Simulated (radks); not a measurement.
All-electron atom: Re2+ in [Xe] 4f14 5d5 (the NIST ground configuration).

Calculated with a radial shooting solver on a logarithmic mesh with Libxc functionals: scalar-relativistic Kohn-Sham, PBE, spin-polarised, spherical densities, finite nucleus; open shells are filled with parallel spins first (spin-orbit coupling, left out, can overturn this in heavy ions); Fermi nuclear charge, rms radius 5.3698 fm.

Energy parts (eV):
total: -454121.48
kinetic: 501641.97
electron-nucleus: -1122781.67
Hartree: 176001.21
exchange-correlation: -8982.99

Orbitals (lengths in bohr, moments of r in powers of bohr):
| orbital | occ. | eigenvalue (eV) | <1/r> | <r^2> |
|---|---|---|---|---|
| 1s up | 1 | -71652.77 | 88.72 | 0.0004480 |
| 1s down | 1 | -71652.78 | 88.72 | 0.0004480 |
| 2s up | 1 | -12437.49 | 20.76 | 0.006877 |
| 2s down | 1 | -12437.24 | 20.76 | 0.006877 |
| 2p up | 3 | -10858.80 | 18.75 | 0.005708 |
| 2p down | 3 | -10858.60 | 18.75 | 0.005708 |
| 3s up | 1 | -2891.995 | 7.691 | 0.04457 |
| 3s down | 1 | -2891.923 | 7.691 | 0.04457 |
| 3p up | 3 | -2426.266 | 7.086 | 0.04540 |
| 3p down | 3 | -2426.183 | 7.086 | 0.04539 |
| 3d up | 5 | -1897.573 | 6.690 | 0.03764 |
| 3d down | 5 | -1897.406 | 6.690 | 0.03764 |
| 4s up | 1 | -616.4226 | 3.274 | 0.2191 |
| 4s down | 1 | -616.1976 | 3.273 | 0.2191 |
| 4p up | 3 | -463.5987 | 2.971 | 0.2497 |
| 4p down | 3 | -463.3921 | 2.971 | 0.2497 |
| 4d up | 5 | -271.6606 | 2.647 | 0.2896 |
| 4d down | 5 | -271.4165 | 2.648 | 0.2893 |
| 4f up | 7 | -58.7475 | 2.159 | 0.4236 |
| 4f down | 7 | -58.2559 | 2.169 | 0.4146 |
| 5s up | 1 | -102.4770 | 1.286 | 1.216 |
| 5s down | 1 | -100.2382 | 1.301 | 1.194 |
| 5p up | 3 | -64.6368 | 1.083 | 1.663 |
| 5p down | 3 | -61.6744 | 1.098 | 1.631 |
| 5d up | 5 | -22.6847 | 0.7304 | 3.649 |
| 5d down | 0 | -19.0514 | 0.7284 | 3.766 |

The highest occupied level is 5d up at -22.685 eV. The spin density at the nucleus is -25.04 e/bohr^3 (1s -0.13, 2s -1.95, 3s 0.21, 4s 2.20, 5s -25.38). The density falls to 0.001 e/bohr^3 at r = 3.67 bohr.
